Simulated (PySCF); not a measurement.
Isomers of C5H4F2O2.

All values: CAM-B3LYP/def2-SVPD (PySCF) at GFN2-xTB geometries, gas phase, one conformer each. Core orbitals are frozen in the response; Δα² is half the sum of the squared differences of the principal polarisabilities.

Problem. Rank by HOMO–LUMO gap, lowest first.
A. `[F:1][CH:2]([F:3])[O:4][c:5]1[cH:6][cH:7][cH:8][o:9]1` with F1–C2–O4–C5 -81°, C2–O4–C5–C6 180°
B. `[F:1][CH2:2][C:3]1=[C:4]([F:5])[O:6][CH:7]=[CH:8][O:9]1` with F1–C2–C3–C4 88°, C3–C4–O6–C7 12°, C4–O6–C7–C8 -12°, C7–C8–O9–C3 11°, C2–C3–O9–C8 166°
C. `[O:1]=[C:2]([F:3])[C@H:4]1[CH2:5][C@H:6]1[C:7](=[O:8])[F:9]` with O1–C2–C4–C5 -17°, C5–C6–C7–O8 10°
D. `[O:1]=[C:2]([OH:3])[C@@:4]1([F:5])[CH2:6]/[C:7]1=[CH:8]/[F:9]` with O1–C2–O3–H -1°, O1–C2–C4–F5 -171°

Solution. B (8.00 eV), A (9.05 eV), D (9.68 eV), C (10.34 eV).

Problem. Rank by polarisability anisotropy Δα, lowest first.
A. `[F:1][CH2:2][C:3]1=[C:4]([F:5])[O:6][CH:7]=[CH:8][O:9]1` with F1–C2–C3–C4 88°, C3–C4–O6–C7 12°, C4–O6–C7–C8 -12°, C7–C8–O9–C3 11°, C2–C3–O9–C8 166°
B. `[F:1][CH:2]([F:3])[O:4][c:5]1[cH:6][cH:7][o:8][cH:9]1` with F1–C2–O4–C5 78°, C2–O4–C5–C6 -15°
C. `[O:1]=[C:2]([F:3])[C@H:4]1[CH2:5][C@H:6]1[C:7](=[O:8])[F:9]` with O1–C2–C4–C5 -17°, C5–C6–C7–O8 10°
D. `[F:1][CH:2]([F:3])[O:4][c:5]1[cH:6][cH:7][cH:8][o:9]1` with F1–C2–O4–C5 -81°, C2–O4–C5–C6 180°
E. `[O:1]=[C:2]([OH:3])[C@@:4]1([F:5])[CH2:6]/[C:7]1=[CH:8]/[F:9]` with O1–C2–O3–H -1°, O1–C2–C4–F5 -171°

Solution. C (1.03 Å³), E (2.97 Å³), A (4.07 Å³), B (4.46 Å³), D (4.75 Å³).

Problem. Rank by HOMO energy, highest first.
A. `[O:1]=[C:2]([OH:3])[C@@:4]1([F:5])[CH2:6]/[C:7]1=[CH:8]/[F:9]` with O1–C2–O3–H -1°, O1–C2–C4–F5 -171°
B. `[F:1][CH2:2][C:3]1=[C:4]([F:5])[O:6][CH:7]=[CH:8][O:9]1` with F1–C2–C3–C4 88°, C3–C4–O6–C7 12°, C4–O6–C7–C8 -12°, C7–C8–O9–C3 11°, C2–C3–O9–C8 166°
C. `[F:1][CH:2]([F:3])[O:4][c:5]1[cH:6][cH:7][cH:8][o:9]1` with F1–C2–O4–C5 -81°, C2–O4–C5–C6 180°
D. `[O:1]=[C:2]([F:3])[C@H:4]1[CH2:5][C@H:6]1[C:7](=[O:8])[F:9]` with O1–C2–C4–C5 -17°, C5–C6–C7–O8 10°
E. `[F:1][CH:2]([F:3])[O:4][c:5]1[cH:6][cH:7][o:8][cH:9]1` with F1–C2–O4–C5 78°, C2–O4–C5–C6 -15°

Solution. B (-7.58 eV), C (-7.96 eV), E (-8.23 eV), A (-9.45 eV), D (-10.68 eV).

All values together:

```
                   SMILES  μ (D)  HOMO (eV)  LUMO (eV)  α (Å³)  Δα (Å³)
O=C(F)[C@H]1C[C@H]1C(=O)F   5.25     -10.68      -0.34    9.10     1.03
          FCC1=C(F)OC=CO1   2.39      -7.58       0.42    9.45     4.07
  O=C(O)[C@@]1(F)C/C1=C/F   1.52      -9.45       0.23    9.91     2.97
            FC(F)Oc1ccoc1   2.53      -8.23       0.80    9.58     4.46
            FC(F)Oc1ccco1   2.87      -7.96       1.09    9.65     4.75
```

Conformers: `[O:1]=[C:2]([F:3])[C@H:4]1[CH2:5][C@H:6]1[C:7](=[O:8])[F:9]` with O1–C2–C4–C5 -17°, C5–C6–C7–O8 10°; `[F:1][CH2:2][C:3]1=[C:4]([F:5])[O:6][CH:7]=[CH:8][O:9]1` with F1–C2–C3–C4 88°, C3–C4–O6–C7 12°, C4–O6–C7–C8 -12°, C7–C8–O9–C3 11°, C2–C3–O9–C8 166°; `[O:1]=[C:2]([OH:3])[C@@:4]1([F:5])[CH2:6]/[C:7]1=[CH:8]/[F:9]` with O1–C2–O3–H -1°, O1–C2–C4–F5 -171°; `[F:1][CH:2]([F:3])[O:4][c:5]1[cH:6][cH:7][o:8][cH:9]1` with F1–C2–O4–C5 78°, C2–O4–C5–C6 -15°; `[F:1][CH:2]([F:3])[O:4][c:5]1[cH:6][cH:7][cH:8][o:9]1` with F1–C2–O4–C5 -81°, C2–O4–C5–C6 180°.
